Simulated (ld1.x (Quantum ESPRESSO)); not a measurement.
**O: excitation energies, all-electron against TM**

| Quantity | Value |
| --- | --- |
| Element | O |
| Generator | ld1.x (Quantum ESPRESSO) 7.5 |
| Type | norm-conserving Troullier–Martins (Kleinman–Bylander form) |
| Functional | LDA (PZ) |
| Relativity | scalar-relativistic |
| Frozen core | [He] |
| Valence charge | 6 |
| Reference configuration | 2s2 2p2 (charge +2) |
| Partial waves | 2s (bound): rc 0.80 bohr; 2p (bound): rc 2.00 bohr; 3d channel at 0.4 Ry: rc 1.85 bohr |
| Local potential | all-electron potential smoothed inside 1.05 bohr (lloc = -1) |
| Core correction | none |

Energies are relative to the spin-unpolarised reference configuration 2s2 2p2; without spin polarisation the order of configurations can differ from experiment. Spin-polarised rows fill each open shell by Hund’s rule, majority spin first.

Problem. Give the all-electron excitation energy and the error of the potential for: 2s2 2p4; 2s2 2p3; 2s2 2p1; 2s0 2p6; 2s2 2p3.5; 2s1 2p4; 2s2 2p0; 2s2 2p2 (spin-polarised); 2s2 2p4 (spin-polarised).

Solution.

```
   valence configuration  charge  ΔE all-electron (eV)  error AE − PS (meV)
                 2s2 2p4       0               -50.292                 +561
                 2s2 2p3      +1               -33.708                 +241
                 2s2 2p1      +3                53.964                 +527
                 2s0 2p6       0               -21.064                +1578
               2s2 2p3.5    +0.5               -43.926                 +420
                 2s1 2p4      +1               -18.870                 +627
                 2s2 2p0      +4               130.919                +2839
2s2 2p2 (spin-polarised)      +2                -2.234                  +51
2s2 2p4 (spin-polarised)       0               -51.701                 +632
```
